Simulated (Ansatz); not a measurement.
Potential energy surface of H2Be, singlet: symmetric bend, bond length relaxed. Scanned: H-Be-H angle. Other coordinates (Be-H bond length) were minimised at B3LYP/def2-TZVP.

Levels of theory: RKS-PBE/cc-pVDZ = Ansatz (a quantum-chemistry and plane-wave program) with restricted PBE/cc-pVDZ; RKS-B3LYP/cc-pVDZ = restricted B3LYP/cc-pVDZ (Ansatz); FCI/cc-pVDZ = Ansatz with full CI/cc-pVDZ, frozen core.

Energies relative to the lowest point of each profile, in kJ/mol; the last columns give the error against full CI:

| a / ° | RKS-PBE/cc-pVDZ | RKS-B3LYP/cc-pVDZ | FCI/cc-pVDZ | RKS-PBE/cc-pVDZ − FCI/cc-pVDZ | RKS-B3LYP/cc-pVDZ − FCI/cc-pVDZ |
|---|---|---|---|---|---|
| 180 | 0.0 | 0.0 | 0.0 | 0.0 | 0.0 |
| 169.47 | 2.4 | 2.5 | 2.3 | 0.0 | 0.1 |
| 159.43 | 9.0 | 9.4 | 9.0 | 0.0 | 0.4 |
| 147.98 | 21.7 | 22.7 | 22.0 | -0.3 | 0.7 |
| 141.81 | 30.9 | 32.3 | 31.5 | -0.6 | 0.8 |
| 130.17 | 53.0 | 55.4 | 54.6 | -1.6 | 0.8 |
| 118.21 | 82.4 | 86.4 | 85.7 | -3.2 | 0.7 |
| 111.48 | 102.3 | 107.3 | 106.8 | -4.5 | 0.5 |
| 97.73 | 151.1 | 158.8 | 159.0 | -7.9 | -0.2 |
| 92.16 | 174.3 | 183.3 | 184.0 | -9.7 | -0.7 |
| 80.85 | 228.2 | 240.4 | 242.6 | -14.4 | -2.2 |
| 67.71 | 302.5 | 319.4 | 324.2 | -21.7 | -4.8 |
| 60 | 351.1 | 371.2 | 377.9 | -26.8 | -6.7 |

RKS-PBE/cc-pVDZ is furthest from FCI/cc-pVDZ at 60 (-26.8 kJ/mol, below); its mean absolute error over the points is 7.0 kJ/mol.

RKS-B3LYP/cc-pVDZ is furthest from FCI/cc-pVDZ at 60 (-6.7 kJ/mol, below); its mean absolute error over the points is 1.4 kJ/mol.
